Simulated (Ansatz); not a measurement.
Molecule: Si2O2, charge 0, multiplicity 1. 
Structure (B3LYP-D3(BJ)/def2-TZVP (Ansatz, a quantum-chemistry and plane-wave program) minimum search):
SMILES: o1[si]2o[si]1=2
```xyz
4

Si     1.2294     0.0012    -0.0314
Si    -1.2294    -0.0012     0.0314
O     -0.0018     1.1724    -0.0287
O      0.0018    -1.1724     0.0287
```

Atomisation energy built up term by term with Ansatz (kcal/mol; UHF references for open shells; valence terms freeze the core; atomic spin-orbit terms are left out). CBS marks a two-point X^-3 extrapolation of the correlation energy; Hartree-Fock from the larger set.

The Hartree-Fock reference is unstable (checked in the largest basis), which strains HF and MP2. 

| term | basis | kcal/mol |
|---|---|---|
| Hartree-Fock | cc-pV(Q+d)Z | (withheld) |
| CCSD correlation | CBS(cc-pV(T+d)Z,cc-pV(Q+d)Z) | (withheld) |
| (T) | CBS(cc-pV(T+d)Z,cc-pV(Q+d)Z) | 13.95 |
| core correlation | cc-pwCVTZ | 1.33 |
| scalar relativity (X2C) | cc-pVTZ-DK against cc-pVTZ | -0.91 |
| sum: De |  | (withheld) |

Q: Fill in the missing entries.

A: 
- Hartree-Fock, kcal/mol: 285.14
- CCSD correlation, kcal/mol: 139.96
- sum: De, kcal/mol: 439.5
